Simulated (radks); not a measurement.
Spin polarisation of the 5d4 shell in W. Start: [Xe] 4f14 5d(up 2, down 2) 6s2; electrons of 5d are moved from spin down to spin up, other shells keep equal spins. Method: scalar-relativistic Kohn-Sham, r2SCAN, spin-polarised, spherical densities, finite nucleus; meta-GGA in the generalised Kohn-Sham scheme; Fermi nuclear charge, rms radius of each element as measured or else 0.836 A^(1/3) + 0.57 fm; computed with a radial shooting solver on a logarithmic mesh with Libxc functionals.

| moment (Bohr magnetons) | E - E(0) (eV) | e(5d up) (eV) | e(5d down) (eV) | 6s down minus up (eV) |
|---|---|---|---|---|
| 0 | 0.000 | -4.499 | -4.499 | 0.000 |
| 1 | -0.199 | -4.871 | -4.074 | 0.391 |
| 2 | -0.798 | -5.189 | -3.588 | 0.785 |
| 3 | -1.804 | -5.458 | -3.026 | 1.214 |
| 4 | -3.227 | -5.671 | -2.430 | 1.707 |

At moment 4 the spin-polarisation energy is -3.227 eV and the 5d exchange splitting 3.241 eV, that is 0.810 eV per Bohr magneton; E = -I m^2/4 would give I = 0.807 eV.
